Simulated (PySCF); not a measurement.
# Static response to an electric field

Compound: C6H5O2S (charge +1).
Atom-mapped SMILES: `[O:1]=[C:2]([OH:3])[c:4]1[cH:5][cH:6][cH:7][s+:8][cH:9]1` (hydrogens: H10 on O3; H11 on C5; H12 on C6; H13 on C7; H14 on C9)

Structure used (GFN2-xTB), in Å, numbered top down from 1:
```xyz
14
C6H5O2S angstrom
O      2.6234    1.1337    0.5617
C      1.9954    0.2180    0.1180
O      2.4900   -0.8852   -0.4065
C      0.4740    0.2226    0.1086
C     -0.2483   -0.8500   -0.4133
C     -1.6406   -0.8672   -0.4315
C     -2.4092    0.1606    0.0584
S     -1.7911    1.5805    0.7459
C     -0.1281    1.3425    0.6432
H      3.4631   -0.8847   -0.3992
H      0.3013   -1.6899   -0.8146
H     -2.1428   -1.7289   -0.8500
H     -3.4886    0.1105    0.0273
H      0.5007    2.1371    1.0298
```

Level: PBE0/def2-SVPD (PySCF), static field, nuclei fixed, core orbitals frozen in the response. The polarisability tensor in these axes (au):

```
x   112.90  -2.58  -0.78
y    -2.58  86.75  18.37
z    -0.78  18.37  57.35
```

Give the principal values, the mean and the anisotropy Δα = √{½[(α1 − α2)² + (α2 − α3)² + (α1 − α3)²]}.

Principal values 48.52, 95.17 and 113.31 au; mean 85.67 au = 12.69 Å³ = 14.12 × 10⁻⁴⁰ C²·m²/J; Δα = 57.89 au (68 % of the mean).

What are the principal values of the traceless quadrupole moment, Θ = ½Σq(3rr − r²1), about the centre of nuclear charge?

-20.56, -3.87, 24.43 D·Å. The values depend on the origin, since the species is charged. The electronic extent ⟨r²⟩ about the same centre is 1375 bohr², a root-mean-square distance of 2.31 Å for the 72 electrons.

Give the principal axes and the span of the nuclei along them.

Largest value along (0.99, -0.14, -0.06), where the nuclei span 7.04 Å; middle along (0.15, 0.89, 0.43), 4.64 Å; least along (-0.01, -0.43, 0.90), 0.00 Å. The response follows the extents in order.

Form Σ f/ω² (atomic units) for the 6 lowest TDDFT singlets, given as eV and f, and set it beside the mean polarisability, which is this sum over all singlets: 3.61, 0.0000; 4.27, 0.0000; 4.64, 0.0397; 5.07, 0.0110; 5.45, 0.0332; 5.84, 0.0437.

They add up to 3.46 au, 4.0 % of the 85.67 au; the largest single term is 1.37 au, from the state at 4.64 eV. Terms in order: 0.00, 0.00, 1.37, 0.32, 0.83, 0.95 au. Higher excitations give the rest. The strengths listed sum to 0.128.

Rayleigh depolarisation ratio (linearly polarised light, static tensor)?

ρ = 3Δα²/(45ᾱ² + 4Δα²) = 10054.7/(330240 + 13406.3) = 0.0293.

The structure is a single GFN2-xTB conformer in the gas phase; no vibrational or solvent corrections.
